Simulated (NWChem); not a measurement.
AlP$_{2}$H$_{5}$O; SMILES [Al]([PH2])([PH2])[OH]

```xyz
9

Al     0.3589    -0.0141     0.0479
O      2.0658    -0.1422     0.1896
H      2.6661    -0.1505    -0.5659
P     -0.6758     0.2739    -2.0492
H      0.0465    -0.7809    -2.6831
H     -1.8014    -0.5424    -1.7344
P     -0.7614     0.2299     2.0904
H     -1.8513    -0.6202     1.7392
H     -0.0169    -0.7990     2.7366
```
Atoms are numbered in this order, from 1.

Level: B3LYP/6-31G* (spherical d) (NWChem), optimised geometry, unscaled harmonic frequencies. 

Q: List the harmonic frequencies with IR intensities, and the thermochemistry.

A: 
```json
[
 {"frequency (cm⁻¹)": "78", "IR intensity (km/mol)": "5.4"},
 {"frequency (cm⁻¹)": "97", "IR intensity (km/mol)": "8.0"},
 {"frequency (cm⁻¹)": "119", "IR intensity (km/mol)": "0.5"},
 {"frequency (cm⁻¹)": "171", "IR intensity (km/mol)": "17.5"},
 {"frequency (cm⁻¹)": "173", "IR intensity (km/mol)": "10.8"},
 {"frequency (cm⁻¹)": "322", "IR intensity (km/mol)": "1.9"},
 {"frequency (cm⁻¹)": "326", "IR intensity (km/mol)": "133.9"},
 {"frequency (cm⁻¹)": "465", "IR intensity (km/mol)": "55.4"},
 {"frequency (cm⁻¹)": "516", "IR intensity (km/mol)": "6.8"},
 {"frequency (cm⁻¹)": "578", "IR intensity (km/mol)": "27.5"},
 {"frequency (cm⁻¹)": "592", "IR intensity (km/mol)": "42.4"},
 {"frequency (cm⁻¹)": "657", "IR intensity (km/mol)": "25.7"},
 {"frequency (cm⁻¹)": "669", "IR intensity (km/mol)": "186.5"},
 {"frequency (cm⁻¹)": "852", "IR intensity (km/mol)": "71.0"},
 {"frequency (cm⁻¹)": "1121", "IR intensity (km/mol)": "12.4"},
 {"frequency (cm⁻¹)": "1127", "IR intensity (km/mol)": "21.3"},
 {"frequency (cm⁻¹)": "2384", "IR intensity (km/mol)": "53.3"},
 {"frequency (cm⁻¹)": "2390", "IR intensity (km/mol)": "60.0"},
 {"frequency (cm⁻¹)": "2401", "IR intensity (km/mol)": "72.3"},
 {"frequency (cm⁻¹)": "2407", "IR intensity (km/mol)": "78.0"},
 {"frequency (cm⁻¹)": "3838", "IR intensity (km/mol)": "60.4"}
]
```

```
Item                                                                               Result
-----------------------------------------------------------------------  ----------------
zero-point energy                                                           30.4 kcal/mol
thermal correction to the enthalpy at 298.15 K (with zero-point energy)     36.2 kcal/mol
heat capacity Cv                                                         26.4 cal/(mol K)
entropy at 298.15 K and 1 atm (symmetry number 1)                        89.2 cal/(mol K)
dipole moment                                                                      2.13 D
```

Rigid rotor and harmonic oscillator; modes under 100 cm⁻¹ make the entropy uncertain.
